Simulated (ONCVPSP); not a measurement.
## Logarithmic derivatives: hydrogen (H), ONCV

| Quantity | Value |
| --- | --- |
| Element | H (Z = 1) |
| Generator | ONCVPSP 4.0.1 |
| Type | optimised norm-conserving Vanderbilt (ONCV) |
| Functional | Wu-Cohen |
| Relativity | scalar-relativistic |
| Frozen core | none |
| Valence charge | 1 |
| Reference configuration | 1s0.5 (charge +0.5) |
| Partial waves | 1s: rc 1.25 bohr, ncon 3, nbas 6, qcut 5.2 1/bohr, 1 projector; p scattering state at 0.07 Ha: rc 1.10 bohr, ncon 3, nbas 6, qcut 6.9 1/bohr, 2 projectors, debl 1.8 Ha |
| Local potential | polynomial inside 0.85 bohr (lpopt 5, dvloc0 3 Ha) |
| Core correction | none |

The phase is arctan(r·R′/R) of the radial function R(r), unwrapped; energies in Ha, scanned from -2 to 5 Ha. A pole is an energy at which the radial function vanishes at the test radius. The pseudo phase is shifted by a multiple of π to meet the all-electron one at the reference energy, and phase errors are pseudo minus all-electron; the curves can meet again beyond the range given. Levels narrower than the energy grid can be missing from the lists of poles.

| channel | radius (bohr) | reference energy (Ha) | poles, all-electron | poles, pseudo | unbroken range about the reference energy with phases within 0.05 rad | phase error 1 Ha above the reference energy (rad) |
| --- | --- | --- | --- | --- | --- | --- |
| s | 1.27 | -0.46 | 1.01 | 1.05 | below 2.4 | +0.004 |
| p | 1.12 | 0.07 | none | none | the whole range | -0.000 |

Phases in the s channel:

```csv
E (Ha),all-electron,pseudo
-1.98,0.668,0.673
-1.80,0.558,0.563
-1.62,0.419,0.424
-1.44,0.245,0.250
-1.26,0.035,0.040
-1.08,-0.201,-0.198
-0.90,-0.443,-0.442
-0.72,-0.666,-0.666
-0.54,-0.856,-0.856
-0.36,-1.010,-1.010
-0.18,-1.134,-1.133
0.00,-1.234,-1.233
0.18,-1.316,-1.314
0.36,-1.385,-1.382
0.54,-1.444,-1.440
0.72,-1.496,-1.491
0.90,-1.543,-1.536
1.08,-1.587,-1.577
1.26,-1.628,-1.616
1.44,-1.668,-1.653
1.62,-1.708,-1.690
1.80,-1.748,-1.726
1.98,-1.791,-1.763
2.16,-1.837,-1.802
2.34,-1.888,-1.844
2.52,-1.946,-1.889
2.70,-2.014,-1.940
2.88,-2.095,-1.998
3.06,-2.194,-2.066
3.24,-2.318,-2.146
3.42,-2.476,-2.244
3.60,-2.674,-2.365
3.78,-2.912,-2.514
3.96,-3.173,-2.696
4.14,-3.428,-2.909
4.32,-3.649,-3.141
4.50,-3.829,-3.372
4.68,-3.969,-3.579
4.86,-4.079,-3.754
```
